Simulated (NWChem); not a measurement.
System: AgNH₃Cl; SMILES [NH3]->[Ag][Cl]

Input file for NWChem:

```
start job
memory heap 200 mb stack 900 mb global 1100 mb
geometry units angstroms noautoz
  Ag    -0.005407     0.272601     0.001615
  Cl    -0.001098    -2.008680    -0.000335
  N     -0.006386     2.442640     0.007370
  H     -0.603064     2.820634     0.743163
  H     -0.343027     2.827951    -0.874963
  H      0.928206     2.821689     0.159267
end
basis spherical
  * library def2-svp
end
ecp
  Ag library def2-ecp
end
dft
  xc r2scan
  iterations 150
  mulliken
end
task dft energy
```

All runs use the structure optimised with PBE0/def2-SVP. def2 effective core potentials on Ag; no spin-orbit coupling.

Task: What results follow from this input? (r2SCAN/def2-SVP with def2 effective core potentials on Ag.) Quantities: energy (Ha); highest occupied level (eV); orbital gap (eV); dipole (D).

Result: 
```
Item                           Value
---------------------------  -------
energy (Ha)                  -663.59
highest occupied level (eV)    -5.49
orbital gap (eV)                4.30
dipole (D)                      9.31
```
